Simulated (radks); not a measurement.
All-electron atom: Os45+ in [Ar] 3d10 4s2 4p1. All-electron calculation, Dirac Kohn-Sham, exchange-only PBE, spin-unpolarised, spherical densities, finite nucleus; open shells fill j = l - 1/2 first; Fermi nuclear charge, rms radius 5.4126 fm. Program: a radial shooting solver on a logarithmic mesh with Libxc functionals.

Unscreened Slater integrals over Kohn-Sham orbitals (cm^-1). Large and small components are both included. Empty in this configuration: 4p3/2.

F0(4p1/2,4p1/2): 525010
F0(4p1/2,4s1/2): 521420
G1(4p1/2,4s1/2): 346880
F0(4p1/2,3d5/2): 658610
G3(4p1/2,3d5/2): 65122
F0(4p1/2,3d3/2): 661990
G1(4p1/2,3d3/2): 64173
F0(4p1/2,4p3/2): 510810
G2(4p1/2,4p3/2): 258270
F0(4s1/2,4s1/2): 518350
F0(4s1/2,3d5/2): 648990
G2(4s1/2,3d5/2): 62235
F0(4s1/2,3d3/2): 652040
G2(4s1/2,3d3/2): 61447
F0(4s1/2,4p3/2): 507760
G1(4s1/2,4p3/2): 339380
F0(3d5/2,3d5/2): 1147600
F2(3d5/2,3d5/2): 588720
F4(3d5/2,3d5/2): 379690
F0(3d5/2,3d3/2): 1161900
F2(3d5/2,3d3/2): 593220
G2(3d5/2,3d3/2): 581870
G4(3d5/2,3d3/2): 375100
F0(3d5/2,4p3/2): 631350
F2(3d5/2,4p3/2): 184250
G1(3d5/2,4p3/2): 59333
G3(3d5/2,4p3/2): 60331
F0(3d3/2,3d3/2): 1176900
F2(3d3/2,3d3/2): 598610
F0(3d3/2,4p3/2): 634430
F2(3d3/2,4p3/2): 181320
G1(3d3/2,4p3/2): 59188
G3(3d3/2,4p3/2): 59346
F0(4p3/2,4p3/2): 498230
F2(4p3/2,4p3/2): 257750
